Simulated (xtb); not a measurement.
F5Ta, charge -1, doublet, at a GFN2-xTB geometry (such geometries of metal compounds can be far from the true shape) (the multiplicity is a formal guess); GFN2-xTB run with xtb.

The xtb input:
```
$ xtb mol.xyz --gfn 2 --chrg -1 --uhf 1 --json

# file mol.xyz
6

Ta     0.10902516     0.10965860    -0.04466820
F      1.39161117    -0.54933151     1.12738172
F     -1.04548444     0.89746921    -1.26919170
F     -0.44256840     1.32391145     1.24929098
F      0.78869512    -0.97577374    -1.39110096
F     -1.57656866    -1.58572848     0.64592866
```

What does xtb print? Leave out banner, timings and long lists.


```
   ID    Z sym.   atoms
    1   73 Ta     1
    2    9 F      2-6

           -------------------------------------------------
          |                Calculation Setup                |
           -------------------------------------------------

           -------------------------------------------------
          |                 G F N 2 - x T B                 |
           -------------------------------------------------

          ...................................................
          :                      SETUP                      :
          :.................................................:
          :  # basis functions                  30          :
          :  # atomic orbitals                  29          :
          :  # shells                           13          :
          :  # electrons                        41          :
          :  max. iterations                   250          :
          :  Hamiltonian                  GFN2-xTB          :
          :  restarted?                      false          :
          :  GBSA solvation                  false          :
          :  PC potential                    false          :
          :  electronic temp.          300.0000000     K    :
          :  accuracy                    1.0000000          :
          :  -> integral cutoff          0.2500000E+02      :
          :  -> integral neglect         0.1000000E-07      :
          :  -> SCF convergence          0.1000000E-05 Eh   :
          :  -> wf. convergence          0.1000000E-03 e    :
          :  Broyden damping             0.4000000          :
          :  net charge                         -1          :
          :  unpaired electrons                  1          :
          ...................................................

 iter      E             dE          RMSdq      gap      omega  full diag
   1    -26.1623221 -0.261623E+02  0.119E+01    1.71       0.0  T
   2    -26.2177551 -0.554330E-01  0.807E+00    1.71       1.0  T
   3    -26.2121920  0.556305E-02  0.435E+00    1.52       1.0  T
   4    -26.2216061 -0.941406E-02  0.393E+00    1.62       1.0  T
   5    -26.2223156 -0.709531E-03  0.116E+00    1.63       1.0  T
   6    -26.2225409 -0.225291E-03  0.362E-01    1.63       1.0  T
   7    -26.2225612 -0.202755E-04  0.356E-02    1.63       1.1  T
   8    -26.2225614 -0.216493E-06  0.142E-02    1.63       2.9  T
   9    -26.2225616 -0.224378E-06  0.381E-03    1.63      10.7  T
[...]
         :: total energy             -26.206123113093 Eh    ::
[...]
        29                          0.8227725              22.3888
      -------------------------------------------------------------
                  HL-Gap            0.0599033 Eh            1.6301 eV
             Fermi-level           -0.1735142 Eh           -4.7216 eV

     #   Z          covCN         q      C6AA      α(0)
     1  73 Ta       3.083     1.413   239.931    33.447
     2   9 F        0.659    -0.468    14.431     4.484
     3   9 F        0.659    -0.468    14.431     4.484
     4   9 F        0.659    -0.468    14.431     4.484
     5   9 F        0.659    -0.468    14.431     4.484
     6   9 F        0.446    -0.542    15.648     4.646

 Mol. C6AA /au·bohr⁶  :       1138.892050
 Mol. C8AA /au·bohr⁸  :      78396.608032
 Mol. α(0) /au        :         56.028573

Wiberg/Mayer (AO) data.
largest (>0.10) Wiberg bond orders for each atom

 ---------------------------------------------------------------------------
     #   Z sym  total        # sym  WBO       # sym  WBO       # sym  WBO
 ---------------------------------------------------------------------------
     1  73 Ta   4.042 --     5 F    0.837     4 F    0.837     3 F    0.837
                             2 F    0.837     6 F    0.694
     2   9 F    0.940 --     1 Ta   0.837
     3   9 F    0.940 --     1 Ta   0.837
     4   9 F    0.940 --     1 Ta   0.837
     5   9 F    0.940 --     1 Ta   0.837
     6   9 F    0.775 --     1 Ta   0.694
 ---------------------------------------------------------------------------

Topologies differ in total number of bonds
Writing topology from bond orders to xtbtopo.mol

molecular dipole:
                 x           y           z       tot (Debye)
 q only:        1.294       1.302      -0.530
   full:        1.209       1.216      -0.495       4.538
molecular quadrupole (traceless):
                xx          xy          yy          xz          yz          zz
 q only:        0.134       0.493       0.140      -0.201      -0.202      -0.274
  q+dip:        0.082       0.303       0.086      -0.124      -0.124      -0.168
   full:       -0.453      -1.666      -0.472       0.679       0.683       0.925

           -------------------------------------------------
          | TOTAL ENERGY              -26.206123113093 Eh   |
          | GRADIENT NORM               0.000009943862 Eh/α |
          | HOMO-LUMO GAP               1.630050576226 eV   |
           -------------------------------------------------

normal termination of xtb
```
